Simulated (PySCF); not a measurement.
# Reading the logs of faulty runs: B2Ge2H6

These are calculations, not measurements. The program is PySCF 2.14.0, an open-source quantum chemistry code, run on an isolated molecule that a program drew, which may never have been made. The molecule is B2Ge2H6 (charge 0, singlet), drawn as the SMILES string `[GeH][BH][BH][GeH3]`.

Each row is a Hartree-Fock (HF) and frozen-core CCSD(T) single point in the cc-pVDZ basis, meant for a local HF minimum. Run 1 is clean. Each other run has one planted mistake out of seven kinds, and not every kind appears here: one electron removed, one electron added, multiplicity raised by two, geometry at a saddle point, minimal basis STO-3G, one bond length entered in bohr, all coordinates scaled. The reference is restricted for singlets and unrestricted otherwise, and also for a bond in bohr. Adding or removing an electron swaps singlet and doublet. Electrons count all cores. HOMO and LUMO are orbital energies over both spins, the gradient is its largest component, and the lowest frequency (negative if imaginary) is given only where the gradient is small. Bond lengths are over the 9 bonds as drawn. T1 is the CCSD diagnostic: over 0.02 (restricted) or 0.045 (unrestricted) a single reference is doubtful. Germanium has the cc-pVDZ-PP basis, with a core potential (ECP10MDF) in place of its 10 inner electrons, and its 3s, 3p and 3d shells are frozen in CCSD(T).

Geometry of the clean run:
```xyz
10
B2Ge2H6, angstrom
Ge    0.4467   -0.9149   -0.7137
B    -0.5539    0.1878    0.7597
B    -1.9422    1.0778    0.6218
Ge   -1.9188    3.0872    0.0234
H    -0.3128   -2.2227   -0.2347
H     0.0472    0.1752    1.8091
H    -3.0271    0.6066    0.8335
H    -2.6574    3.9550    1.0531
H    -0.5065    3.6656   -0.1504
H    -2.6464    3.2306   -1.3236
```

| run | electrons | basis functions | <S^2> | HOMO (eV) | LUMO (eV) | gradient (hartree/bohr) | lowest frequency (cm^-1) | mean bond (Å) | longest bond (Å) | T1 | HF (hartree) | CCSD(T) (hartree) | mistake |
|---|---|---|---|---|---|---|---|---|---|---|---|---|---|
| 1 | 80 | 104 | 0.000 | -8.64 | 0.33 | 6.9e-06 | 47 | 1.6059 | 2.097 | 0.0196 | -639.52815 | -639.94616 | no fault |
| 2 | 81 | 104 | 0.764 | -1.25 | 5.66 | 1.8e-02 | - | 1.6059 | 2.097 | 0.0314 | -639.54371 | -639.97890 | one electron added |
| 3 | 80 | 104 | 0.905 | -8.03 | 0.08 | 4.9e-03 | - | 1.7628 | 2.998 | 0.0328 | -639.45626 | -639.85608 | ? |
| 4 | 79 | 104 | 0.786 | -15.01 | -6.60 | 2.4e-02 | - | 1.6059 | 2.097 | 0.0273 | -639.24913 | -639.64016 | ? |

**Which mistake was planted in run 3, and what did it cost?**

The mean bond changes by a factor of 1.098 and the longest by 1.430, so the molecule wasn't scaled as a whole. A length L in bohr read as angstrom grows by (1/0.5292 - 1) L = 0.890 L. The 9 bonds together grew by 9 x 0.1569 = 1.412 Å, which gives L = 1.587 Å. That is bond Ge1-H5, 1.586 Å in the clean geometry. So the mistake is: one bond length entered in bohr. Subtracting run 1 and multiplying by 627.51 kcal/mol a hartree, the energy moved by 45.1 kcal/mol in HF and 56.5 kcal/mol in CCSD(T).

**Which mistake was planted in run 4, and what did it cost?**

It counts 79 electrons, one fewer than the clean run, at the same geometry and basis. So the mistake is: one electron removed. Subtracting run 1 and multiplying by 627.51 kcal/mol a hartree, the energy moved by 175.1 kcal/mol in HF and 192.0 kcal/mol in CCSD(T).

